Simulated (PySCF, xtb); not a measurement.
H3O3Si, SMILES O[Si](O)O (connectivity only; charge and spin as stated), charge +1, multiplicity 1. The values are those of a single conformer.

Harmonic wavenumbers (cm⁻¹) from xtb with GFN2-xTB at its own minimum, in rising order: 200, 249, 256, 304, 341, 383, 514, 639, 674, 925, 1195, 1227, 3508, 3532, 3557.

**Question.** What does r2SCAN-D4/def2-SVP in PySCF give at its own minimum? (Estimate from the structure and the level; the computed values follow.)

**Answer.** 296, 314, 314, 334, 406, 447, 538, 615, 670, 880, 1176, 1189, 3823, 3831, 3853. Paired by order, the mean absolute difference is 96 cm⁻¹ and the zero-point energies are 25.0 and 26.7 kcal/mol.
